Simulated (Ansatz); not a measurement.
Consider the redistribution: `S[SiH](S)Cl` + `N[SiH](N)S` → `S[SiH](S)S` + `N[SiH](N)Cl`.

Calculated with Ansatz (gas phase, PBE0-D4/def2-TZVP geometries, no zero-point term in ΔE). CCSD(T)/CBS adds triple-zeta CCSD(T) − MP2 to the extrapolated MP2 energy (def2 sets, frozen cores). This one scheme is used for every species. Functionals use def2-TZVPP. Each species was taken in one conformer, which may not be the lowest.

`S[SiH](S)Cl`:

```xyz
7

S     1.710   -0.853    0.653
Si    0.002    0.175   -0.063
S    -1.622   -0.844    0.840
Cl   -0.193    0.132   -2.108
H     2.519    0.205    0.472
H     0.092    1.608    0.287
H    -2.507   -0.423   -0.080
```

`N[SiH](N)S`:

Z-matrix (Å, degrees):
```
Si
N 1 1.703
S 1 2.151 2 102.0
N 1 1.707 2 106.3 3 126.2
H 1 1.489 2 119.7 3 -116.4
H 2 1.006 1 121.4 3 39.3
H 2 1.006 1 120.4 3 -168.6
H 3 1.343 1 94.0 2 -152.6
H 4 1.008 1 120.3 2 -57.7
H 4 1.007 1 119.4 2 157.8
```

`S[SiH](S)S`:

Z-matrix (Å, degrees):
```
Si
S 1 2.125
S 1 2.131 2 115.2
S 1 2.127 2 108.1 3 -118.1
H 1 1.481 2 103.9 3 120.9
H 2 1.345 1 94.0 3 53.9
H 3 1.345 1 94.0 2 70.5
H 4 1.346 1 94.2 2 171.1
```

`N[SiH](N)Cl`:

Z-matrix (Å, degrees):
```
Si
N 1 1.697
Cl 1 2.073 2 116.7
N 1 1.699 2 107.9 3 116.3
H 1 1.482 2 105.8 3 -115.6
H 2 1.007 1 120.2 3 82.6
H 2 1.008 1 120.5 3 -65.1
H 4 1.005 1 121.2 2 -154.5
H 4 1.006 1 120.9 2 52.5
```

```csv
level,ΔE (kJ/mol)
PBE-D4,-12.4
ωB97X-V,-13.2
ωB97M-V,-13.0
r2SCAN,-13.0
CCSD(T)/def2-TZVPP,-13.1
HF/CBS(def2),-15.1
MP2/CBS(def2),-13.5
CCSD/CBS(def2),-13.2
```

Question: What does CCSD(T)/CBS give? (An estimate is asked.)

Answer: Computed: -13.0 kJ/mol. The listed levels differ from it by 0.6, -0.2, 0.0, 0.0, -0.1, -2.1, -0.5, -0.2 kJ/mol.

Largest T1 diagnostic among the species: 0.012.
